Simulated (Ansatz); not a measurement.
A structure relaxed at PBE0-D4/def2-TZVP, charge 0, multiplicity 1:

| atom | x (Å) | y (Å) | z (Å) |
| --- | --- | --- | --- |
| N1 | 1.913 | -0.963 | 1.032 |
| Si2 | 0.334 | -0.318 | 0.928 |
| N3 | -0.614 | -0.965 | -0.359 |
| C4 | -1.234 | 0.105 | -1.148 |
| Si5 | -0.339 | 1.566 | -0.286 |
| H6 | 2.574 | -0.919 | 0.275 |
| H7 | 2.353 | -1.124 | 1.922 |
| H8 | -0.171 | -0.495 | 2.323 |
| H9 | -0.879 | -1.919 | -0.554 |
| H10 | -2.323 | 0.156 | -1.030 |
| H11 | -1.015 | 0.019 | -2.218 |
| H12 | -1.246 | 2.603 | 0.282 |
| H13 | 0.646 | 2.254 | -1.168 |

**Question.** Give its formula and SMILES.

**Answer.** CH8N2Si2, `N[SiH]1NC[SiH2]1`.

**Question.** Point group (tolerance 0.08 Å, 0.16 Å for H)?

**Answer.** C1.

**Question.** Summarise the bond lengths by kind.

**Answer.** 2 × N–Si 1.708 to 1.724 Å; 3 × H–N 1.006 to 1.009 Å; 1 × Si–Si 2.340 Å; 3 × H–Si 1.490 to 1.494 Å; 1 × C–N 1.467 Å; 1 × C–Si 1.917 Å; 2 × C–H 1.096 Å.

Results of the Gaussian-basis code of Ansatz.
